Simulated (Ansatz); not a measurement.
The same path of CH₉AsGeSi (13 atoms, charge 0, multiplicity 1) was run 3 times with different band settings. The coordinate that changes most is the dihedral H11–C3–As4–H12.

Computed with RKS PBE/def2-SVP in Ansatz.

Relaxed end points:

```xyz
13
Properties=species:S:1:pos:R:3
Ge -1.567 0.251 1.425
Si 0.263 -1.068 0.608
C 1.339 -0.119 -0.640
As 0.417 0.272 -2.379
H -2.617 0.538 0.318
H -2.289 -0.483 2.588
H -1.062 1.618 1.965
H -0.283 -2.320 -0.030
H 1.108 -1.484 1.787
H 2.218 -0.751 -0.887
H 1.716 0.814 -0.175
H 1.365 1.421 -2.787
H -0.588 1.277 -1.778
```

```xyz
13
Properties=species:S:1:pos:R:3
Ge -1.690 -0.088 1.488
Si 0.364 -0.925 0.572
C 1.279 0.375 -0.470
As 0.150 1.187 -1.917
H -2.738 0.213 0.382
H -2.309 -1.129 2.461
H -1.445 1.224 2.284
H 0.060 -2.132 -0.278
H 1.246 -1.374 1.711
H 2.197 -0.079 -0.894
H 1.590 1.210 0.193
H -0.018 -0.127 -2.708
H 1.336 1.610 -2.810
```

Common settings: spring 5.0 eV/Å²; start path IDPP; force threshold 0.05 eV/Å; end points relaxed.

| run | movable images | climbing image | optimiser | iteration limit | largest step |
| --- | --- | --- | --- | --- | --- |
| 1 | 7 | yes | quadratic models (default) | 50 | default |
| 2 | 8 | no | quadratic models (default) | 42 | default |
| 3 | 7 | yes | fire | 60 | 0.02 Å |

**Question.** What does each run give, and how far can it be trusted?

**Answer.** Run 1: converged after 4 iterations, highest image 0.075 eV above the first end. A vibrational analysis at the climbing image gives one clearly imaginary mode, 140i cm⁻¹: a first-order saddle point.
Run 2: converged after 7 iterations, highest image 0.072 eV above the first end. No image climbed, so the highest image needn't sit at the top of the path.
Run 3: converged after 30 iterations, highest image 0.075 eV above the first end. Another band between the same ends (7 images) ends at a top of the same energy, where a vibrational analysis finds 1 clearly imaginary mode.
